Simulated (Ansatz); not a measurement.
Species: sum formula H9Si4O (charge 0, doublet). It need not be the lowest isomer of its formula. SMILES: [O][Si]([SiH3])([SiH3])[SiH3]
Geometry from a B3LYP-D3(BJ)/def2-TZVP (Ansatz, an electronic-structure program) optimisation:
```
Si
O 1 1.6030
Si 1 2.3619 2 117.61
H 3 1.4813 1 110.30 2 48.66
H 3 1.4830 4 109.49 1 121.43
H 3 1.4841 4 109.42 5 119.14
Si 1 2.3619 2 117.61 3 -143.84
H 7 1.4813 1 110.30 2 -48.66
H 7 1.4830 8 109.49 1 -121.43
H 7 1.4841 8 109.42 9 -119.14
Si 1 2.4146 2 88.98 3 108.08
H 11 1.4759 1 108.63 2 -61.05
H 11 1.4759 12 112.02 1 -120.01
H 11 1.4855 12 110.31 13 -123.29
```
Charge 0, spin multiplicity 2.

Wanted: atomisation energy (electronic, to ground-state atoms), in kJ/mol. Cores are frozen in the correlated levels unless marked. Open shells are spin-unrestricted. Spin-orbit coupling is left out. Non-relativistic. The coupled-cluster limit lacks core correlation, which all-electron functionals hold. Basis-set limits of correlation are two-point, X^-3; Hartree-Fock from the larger set.

```
level                                        program  atomisation energy (kJ/mol)  minus last row
------------------------------------  --------------  ---------------------------  --------------
HF/6-31G                                      Ansatz                       2459.8         -1642.4
HF/cc-pV(D+d)Z                                Ansatz                       2968.4         -1133.8
HF/cc-pV(Q+d)Z                                Ansatz                       3056.5         -1045.7
BLYP/def2-TZVPD                               Ansatz                       3998.3          -103.9
revPBE-D4/def2-TZVPD                  Ansatz + dftd4                       4029.7           -72.5
r2SCAN-D4/def2-TZVPD                  Ansatz + dftd4                       4119.0            16.8
B3LYP/def2-TZVPD                              Ansatz                       4041.4           -60.8
PBE0/STO-3G                                   Ansatz                       5451.8          1349.6
PBE0-D3(BJ)/def2-TZVPD                Ansatz + dftd3                       4050.2           -52.0
B2GP-PLYP/def2-TZVPD                          Ansatz                       3986.5          -115.7
PBE-QIDH/def2-TZVPD                           Ansatz                       3991.1          -111.1
MP2/STO-3G                                    Ansatz                       4632.2           530.0
SCS-MP2/cc-pV(T+d)Z                           Ansatz                       3949.9          -152.3
CCSD/6-31G*                                   Ansatz                       3525.3          -576.9
CCSD(T)/CBS(cc-pV(T+d)Z,cc-pV(Q+d)Z)          Ansatz                       4102.2             0.0
```
